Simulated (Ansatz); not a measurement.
Z-matrix (Å, degrees):
```
Mo
O 1 1.675
O 1 1.869 2 108.8
O 1 1.675 2 109.2 3 -120.1
O 1 1.869 2 110.0 3 120.6
H 3 0.961 1 123.3 2 -134.5
H 5 0.961 1 123.3 2 -14.9
```

Total charge 0; spin multiplicity 1. Mo: def2 effective core potential.

List the B3LYP/def2-TZVPP orbital energies in eV (Ansatz). (Estimate.)

Computed: Occupied: -521.71, -521.71, -521.39, -521.39, -73.47, -46.65, -46.43, -46.20, -27.79, -27.64, -25.46, -25.19, -15.00, -14.90, -12.20, -12.17, -11.93, -11.43, -10.86, -10.01, -9.96, -9.58, -9.45, -8.93. Lowest empty: -2.41, -2.29, -1.24, -0.84, 0.03, 0.06, 0.22, 1.08.

B3LYP here is the variant with VWN-RPA as its local correlation; programs differ in this.
